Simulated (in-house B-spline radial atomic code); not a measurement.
## One electron outside the [He] 2s2 2p6 core: Yb⁵⁹⁺

Computed with an all-electron radial atomic-structure program (B-spline basis), no-pair Dirac-Coulomb Hamiltonian, finite nucleus. Rungs: frozen-core Dirac-Hartree-Fock (DHF); Brueckner orbitals from the second-order correlation potential; the same with the Coulomb interaction screened by the core and the hole-particle interaction summed; Breit and QED terms from differences of relaxed Dirac-Fock atoms, where computed. Partial waves beyond l = 6 are extrapolated. The tables show a selection of states; those near core-excited levels, with erratic corrections or far from their DHF start are never shown.

Command:
```bash
python run_mb.py task.json out
```
Settings (nuclear radius in fm, box in bohr, cutoff in hartree):
```
basis_form          2
Z                   70
core_configuration  [He] 2s2 2p6
rms_radius          5.3108
mass_number         174
speed_of_light      137.036
box_radius          3.52
lmax                6
intervals           57
virtual_cutoff      9800.0
```

Run time, properties included: 28 s on 1 thread of Arm Neoverse V1 (shared host).

Removal energies (eV):

```
state      DHF  second order  screened  Breit + QED    final
3s1/2  6244.63       6245.56   6245.56        -9.18  6236.37
3p1/2  6097.41       6098.63   6098.62        -8.66  6089.96
3p3/2  5806.83       5807.88   5807.87         -5.3  5802.57
3d3/2  5630.36       5631.65   5631.64        -3.77  5627.88
3d5/2  5562.85          5564   5563.99        -1.94  5562.05
4s1/2   3397.9       3398.32   3398.32        -3.64  3394.68
4p1/2  3337.05       3337.57   3337.57        -3.42  3334.15
4p3/2   3218.2       3218.66   3218.65         -2.1  3216.55
4d3/2  3151.11       3151.56   3151.56        -1.39  3150.17
4d5/2  3122.03             ?         ?            ?        ?
4f5/2  3086.58       3086.91   3086.92            -        -
4f7/2  3074.07       3074.38   3074.39            -        -
5s1/2   2131.4             ?         ?            ?        ?
5p1/2  2100.83       2101.07   2101.07            -        -
```

Q: What does correlation do to 4d5/2?

A: It adds 0.4019 eV to the removal energy in second order and 0.3985 eV with screening; Breit and QED add -0.714 eV, for a final 3121.72 eV.

Q: What does correlation do to 5s1/2?

A: It adds 0.1926 eV to the removal energy in second order and 0.1898 eV with screening, giving 2131.59 eV before Breit and QED terms, which weren't computed for this state.

Q: How does the lowest state compare with the NIST ionisation energy?

A: 3s1/2 is bound by 6236.4 eV, without recoil; NIST lists 6236 ± 7 eV (tabulated theory), a difference of +0.37 eV.

Electric-dipole lines from 3s1/2 (reduced matrix elements in atomic units, length form, static core polarisation, sign of DHF taken positive):

```json
{"upper": "3p1/2", "DHF": "0.1527", "+ core polarisation": "0.1515", "+ Brueckner": "0.1514", "λ (nm)": "8.4681", "A (s⁻¹)": "3.83e+10"}
{"upper": "3p3/2", "DHF": "0.224", "+ core polarisation": "0.2223", "+ Brueckner": "0.2222", "λ (nm)": "2.8581", "A (s⁻¹)": "1.07e+12"}
```

Q: What radiative lifetime does 3d3/2 get from its electric-dipole decays?

A: The rates to lower computed states sum to 9.16e+11 s⁻¹, a lifetime of 0.00109 ns.

Magnetic hyperfine constants per unit nuclear g factor (MHz, nucleus as a uniformly magnetised ball; they apply to isotopes with nuclear spin):

```csv
state,DHF,+ core polarisation,+ Brueckner
3s1/2,4.629e+06,4.729e+06,4.733e+06
3p1/2,1.516e+06,1.55e+06,1.552e+06
3p3/2,183300,180000,180100
4s1/2,1.874e+06,1.911e+06,1.912e+06
4p1/2,621900,634000,634300
4p3/2,76170,74510,74550
```
